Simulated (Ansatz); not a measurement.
(ClGaO)3 ring (Ga₃Cl₃O₃), 9 atoms. Hardware: 2 threads of AMD EPYC 7R13 on a shared host and a share (18 GiB) of an NVIDIA H100 80GB HBM3.

Correlated methods freeze 45 core orbitals; core or outer-core shells of Ga are correlated, in sets that lack core-valence functions.

**Question.** How many basis functions does each of these Ansatz runs have, and roughly what does it cost? PBE-QIDH/def2-TZVP, charge 1 doublet at the geometry of the charge 0 singlet, energy, from earlier orbitals; PBE-D4/def2-SVP, charge 0 singlet, relaxation, 6 steps; CAM-B3LYP-D4/def2-TZVP, charge 0 singlet, energy, from earlier orbitals; PBE-D4/def2-TZVP, charge 0 singlet, energy, from earlier orbitals; r2SCAN-D4/def2-TZVP, charge 0 singlet, energy, from earlier orbitals; PBE-D4/def2-TZVP, charge 1 doublet, energy, from earlier orbitals; PBE0-D4/def2-TZVP, charge 0 singlet, energy, from earlier orbitals; PBE-D4/def2-SVP, charge 0 singlet, frequencies; r2SCANh-D4/def2-TZVP, charge 0 singlet, energy, from earlier orbitals; PBE-QIDH/def2-TZVP, charge 0 singlet, energy and forces, from earlier orbitals; r2SCAN-D4/def2-TZVP, charge 0 triplet at the geometry of the charge 0 singlet, energy, from earlier orbitals; PBE0-D4/def2-TZVP, charge 0 triplet at the geometry of the charge 0 singlet, energy.

**Answer.** Other jobs shared the machine, so times can vary by a factor of up to 3.

```tsv
run	functions	fitting or Cholesky vectors	wall time	peak host memory (GiB)
PBE0-D4/def2-TZVP, charge 0 singlet, energy, from earlier orbitals	348	2496	2.7 s	0.86
PBE-D4/def2-TZVP, charge 0 singlet, energy, from earlier orbitals	348	2325	3.3 s	0.85
CAM-B3LYP-D4/def2-TZVP, charge 0 singlet, energy, from earlier orbitals	348	2451	6.5 s	0.87
r2SCAN-D4/def2-TZVP, charge 0 singlet, energy, from earlier orbitals	348	2325	7.5 s	0.89
r2SCANh-D4/def2-TZVP, charge 0 singlet, energy, from earlier orbitals	348	2394	7.5 s	0.88
PBE-QIDH/def2-TZVP, charge 0 singlet, energy and forces, from earlier orbitals	348	2226	7.5 s	2.3
PBE-D4/def2-SVP, charge 0 singlet, relaxation, 6 steps	192	2079	8.5 s	0.81
PBE-QIDH/def2-TZVP, charge 1 doublet at the geometry of the charge 0 singlet, energy, from earlier orbitals	348	2226	15 s	1.6
PBE-D4/def2-TZVP, charge 1 doublet, energy, from earlier orbitals	348	2325	20 s	0.94
PBE0-D4/def2-TZVP, charge 0 triplet at the geometry of the charge 0 singlet, energy	348	2496	27 s	1
r2SCAN-D4/def2-TZVP, charge 0 triplet at the geometry of the charge 0 singlet, energy, from earlier orbitals	348	2325	30 s	1.1
PBE-D4/def2-SVP, charge 0 singlet, frequencies	192	2079	68 s	0.82
```
